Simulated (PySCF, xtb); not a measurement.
Cd(OMe)(SiH3) (CH₆CdOSi), SMILES C[O][Cd][SiH3].

GFN2-xTB run with xtb at its own geometry gives an orbital gap of 2.81 eV and a dipole moment of 3.81 D.

Geometry optimised at B3LYP-D3(BJ)/def2-SVP. The structure was generated by enumeration; whether it is a known compound was not checked. The def2 effective core potentials stand for the cores of Cd; spin–orbit coupling is left out. Other conformers were not sampled.

**Question.** What does PBE/def2-TZVP (PySCF) give? (Estimate from the structure and the level; the computed values follow.)

**Answer.** gap 3.71 eV (levels -5.41 and -1.70 eV), dipole 1.51 D.
